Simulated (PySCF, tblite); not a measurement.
Isomers of C6H9FN2, one GFN2-xTB conformer each. Single-point energies are computed at PBE0/pcSseg-1 (PySCF, gas phase, no added dispersion term), electronic only.

Problem. Rank them by PBE0/pcSseg-1 energy, lowest first (kcal/mol).
A. `[H]/[N:7]=[CH:6]\[C:5]1=[C:8]([F:9])[N:2]([CH3:1])[CH2:3][CH2:4]1` with C4–C5–C6–N7 1°, C1–N2–C3–C4 165°, N2–C3–C4–C5 -11°, C3–C4–C5–C6 -175°, C1–N2–C8–C5 -161°
B. `Cc1nn(C)c(c1F)C`

Solution. B (0.0), A (14.6).

As drawn, the lower has an aromatic ring and an N–N linkage, which the higher lacks; the higher has a C=N bond, an N–H bond and a C=C bond outside aromatic rings, which the lower lacks. GFN2-xTB itself gives, in the same order: 0.0, 23.8. Both levels put the same isomer lowest.

Problem. Which frontier levels, dipoles and rotational constants go with these structures?

Solution. 
```csv
SMILES,"HOMO (eV, PBE0/pcSseg-1)",LUMO (eV),dipole (D),"A, B, C (MHz)"
Cc1nn(C)c(C)c1F,-6.58,0.68,2.70,"2356, 1576, 961.3"
[H]/N=C\C1=C(F)N(C)CC1,-5.72,-0.33,5.74,"3062, 1220, 890.6"
```

Problem. What happens when harmonic zero-point energies from GFN2-xTB frequencies are added?

Solution. 
```
                SMILES  ZPE (kcal/mol)  electronic (kcal/mol)  with ZPE (kcal/mol)
       Cc1nn(C)c(C)c1F            89.6                    0.0                  0.0
[H]/N=C\C1=C(F)N(C)CC1            90.0                   14.6                 15.0
```

The zero-point energies span 0.4 kcal/mol. The order is unchanged.
